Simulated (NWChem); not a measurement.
System: C3H5F; SMILES FC1CC1

Here is an NWChem input.

```
start job
memory heap 200 mb stack 900 mb global 1100 mb
geometry units angstroms
  F      1.038297    -0.229282    -0.865983
  C      0.401611     0.004715     0.318258
  C     -0.950613    -0.593407     0.514080
  C     -0.800151     0.887957     0.302268
  H      1.125640     0.046123     1.122175
  H     -1.207468    -0.960888     1.495008
  H     -1.355413    -1.175952    -0.298522
  H     -1.104941     1.290064    -0.651125
  H     -0.951802     1.556269     1.135093
end
basis spherical
  * library def2-svp
end
dft
  xc xpbe96 cpbe96
  disp vdw 4
  iterations 150
end
driver
  maxiter 120
end
task dft optimize
task dft freq
```

Parts of the log:

```
             Northwest Computational Chemistry Package (NWChem) 7.3.0
             --------------------------------------------------------

 CS  symmetry detected

                             Geometry "geometry" -> ""
                             -------------------------

 Output coordinates in angstroms (scale by  1.889725989 to convert to a.u.)

  No.       Tag          Charge          X              Y              Z
 ---- ---------------- ---------- -------------- -------------- --------------
    1 F                    9.0000    -0.17975817    -1.45174148     0.00000000
    2 C                    6.0000     0.47559672    -0.25463648     0.00000000
    3 C                    6.0000    -0.13857215     0.87758080    -0.75198777
    4 C                    6.0000    -0.13857215     0.87758080     0.75198777
    5 H                    1.0000     1.54528095    -0.42194102     0.00000000
    6 H                    1.0000     0.51638437     1.55419077    -1.27778943
    7 H                    1.0000    -1.07547034     0.68804104    -1.25182866
    8 H                    1.0000    -1.07547034     0.68804104     1.25182866
    9 H                    1.0000     0.51638437     1.55419077     1.27778943

 Effective nuclear repulsion energy (a.u.)     122.3940949120

      Symmetry information
      --------------------

 Group name             Cs
 Group number              2
 Group order               2
 No. of unique centers     6

                                Z-matrix (autoz)
                                --------

 Units are Angstrom for bonds and degrees for angles

      Type          Name      I     J     K     L     M      Value
      ----------- --------  ----- ----- ----- ----- ----- ----------
    1 Stretch                  1     2                       1.36475
    2 Stretch                  2     3                       1.49151
    3 Stretch                  2     4                       1.49151
    4 Stretch                  2     5                       1.08269
    5 Stretch                  3     4                       1.50398
    6 Stretch                  3     6                       1.07853
    7 Stretch                  3     7                       1.07868
    8 Stretch                  4     8                       1.07868
    9 Stretch                  4     9                       1.07853
   10 Bend                     1     2     3               117.91251
   11 Bend                     1     2     4               117.91251
   12 Bend                     1     2     5               109.80913
   13 Bend                     2     3     4                59.72317
   14 Bend                     2     3     6               118.16142
   15 Bend                     2     3     7               117.25133
   16 Bend                     2     4     3                59.72317
   17 Bend                     2     4     8               117.25133
   18 Bend                     2     4     9               118.16142
   19 Bend                     3     2     4                60.55367
   20 Bend                     3     2     5               121.60988
   21 Bend                     3     4     8               117.60564
   22 Bend                     3     4     9               119.17738
   23 Bend                     4     2     5               121.60988
   24 Bend                     4     3     6               119.17738
   25 Bend                     4     3     7               117.60564
   26 Bend                     6     3     7               114.31638
   27 Bend                     8     4     9               114.31638
   28 Torsion                  1     2     3     4         108.01554
   29 Torsion                  1     2     3     6        -142.85012
   30 Torsion                  1     2     3     7           0.38583
   31 Torsion                  1     2     4     3        -108.01554
   32 Torsion                  1     2     4     8          -0.38583
   33 Torsion                  1     2     4     9         142.85012
   34 Torsion                  2     3     4     8        -107.04063
   35 Torsion                  2     3     4     9         107.45412
   36 Torsion                  2     4     3     6        -107.45412
   37 Torsion                  2     4     3     7         107.04063
   38 Torsion                  3     2     4     8         107.62971
   39 Torsion                  3     2     4     9        -109.13434
   40 Torsion                  3     4     2     5         111.05730
   41 Torsion                  4     2     3     6         109.13434
   42 Torsion                  4     2     3     7        -107.62971
   43 Torsion                  4     3     2     5        -111.05730
   44 Torsion                  5     2     3     6          -1.92297
   45 Torsion                  5     2     3     7         141.31298
   46 Torsion                  5     2     4     8        -141.31298
   47 Torsion                  5     2     4     9           1.92297
   48 Torsion                  6     3     4     8         145.50526
   49 Torsion                  6     3     4     9           0.00000
   50 Torsion                  7     3     4     8           0.00000
   51 Torsion                  7     3     4     9        -145.50526

  pbe96 is a nonlocal functional; adding pw91lda local functional.

                           NWChem Geometry Optimization
                           ----------------------------

 maximum gradient threshold         (gmax) =   0.000450
 rms gradient threshold             (grms) =   0.000300
 maximum cartesian step threshold   (xmax) =   0.001800
 rms cartesian step threshold       (xrms) =   0.001200
 fixed trust radius                (trust) =   0.300000
 source of zmatrix                         =   autoz

          -------------------
          Energy Minimization
          -------------------

 Using diagonal initial Hessian
 Scaling for Hessian diagonals: bonds = 1.00  angles = 0.25  torsions = 0.10

          --------
          Step   0

[...]

      ----------------------
      Optimization converged
      ----------------------

  Step       Energy      Delta E   Gmax     Grms     Xrms     Xmax
  ---- ---------------- -------- -------- -------- -------- --------
@    8    -216.71448894 -2.6D-07  0.00001  0.00001  0.00047  0.00090
                                     ok       ok       ok       ok

                                Z-matrix (autoz)
                                --------

 Units are Angstrom for bonds and degrees for angles

[...]

 Rotational Constants
 --------------------
 A=   0.565875 cm-1  (  0.814149 K)
 B=   0.225733 cm-1  (  0.324772 K)
 C=   0.196071 cm-1  (  0.282097 K)

 Temperature                      =   298.15K
 frequency scaling parameter      =   1.0000

 Zero-Point correction to Energy  =   44.677 kcal/mol  (  0.071197 au)
 Thermal correction to Energy     =   47.196 kcal/mol  (  0.075211 au)
 Thermal correction to Enthalpy   =   47.788 kcal/mol  (  0.076155 au)

 Total Entropy                    =   65.272 cal/mol-K
   - Translational                =   38.180 cal/mol-K (mol. weight =  60.0375)
   - Rotational                   =   23.670 cal/mol-K (symmetry #  =        1)
   - Vibrational                  =    3.422 cal/mol-K

 Cv (constant volume heat capacity) =   14.008 cal/mol-K
   - Translational                  =    2.979 cal/mol-K
   - Rotational                     =    2.979 cal/mol-K
   - Vibrational                    =    8.050 cal/mol-K

[normal modes left out]

 ----------------------------------------------------------------------------
 Normal Eigenvalue ||           Projected Infra Red Intensities
  Mode   [cm**-1]  || [atomic units] [(debye/angs)**2] [(KM/mol)] [arbitrary]
 ------ ---------- || -------------- ----------------- ---------- -----------
    1       -0.000 ||    0.000230           0.005         0.224       0.231
    2        0.000 ||    0.000089           0.002         0.086       0.089
    3        0.000 ||    0.000681           0.016         0.663       0.683
    4        0.000 ||    0.000660           0.015         0.643       0.662
    5        0.000 ||    0.000524           0.012         0.510       0.525
    6        0.000 ||    0.000463           0.011         0.451       0.465
    7      382.694 ||    0.005168           0.119         5.038       5.186
    8      389.187 ||    0.001561           0.036         1.521       1.566
    9      721.580 ||    0.003663           0.085         3.571       3.676
   10      774.944 ||    0.005570           0.129         5.430       5.590
   11      806.545 ||    0.015238           0.352        14.855      15.292
   12      946.064 ||    0.031786           0.733        30.986      31.898
   13      949.704 ||    0.007949           0.183         7.749       7.977
   14     1016.832 ||    0.030634           0.707        29.863      30.742
   15     1017.134 ||    0.001138           0.026         1.110       1.142
   16     1063.407 ||    0.000113           0.003         0.110       0.113
   17     1135.583 ||    0.000006           0.000         0.006       0.006
   18     1160.042 ||    0.037751           0.871        36.802      37.884
   19     1206.771 ||    0.020070           0.463        19.565      20.140
   20     1340.355 ||    0.023990           0.553        23.386      24.074
   21     1365.302 ||    0.004101           0.095         3.998       4.116
   22     1442.231 ||    0.043788           1.010        42.687      43.942
   23     3067.359 ||    0.008227           0.190         8.020       8.256
   24     3068.466 ||    0.002454           0.057         2.392       2.463
   25     3079.345 ||    0.018547           0.428        18.080      18.612
   26     3161.773 ||    0.000901           0.021         0.878       0.904
   27     3171.449 ||    0.003755           0.087         3.660       3.768
 ----------------------------------------------------------------------------
```

Level: PBE-D3(BJ)/def2-SVP.
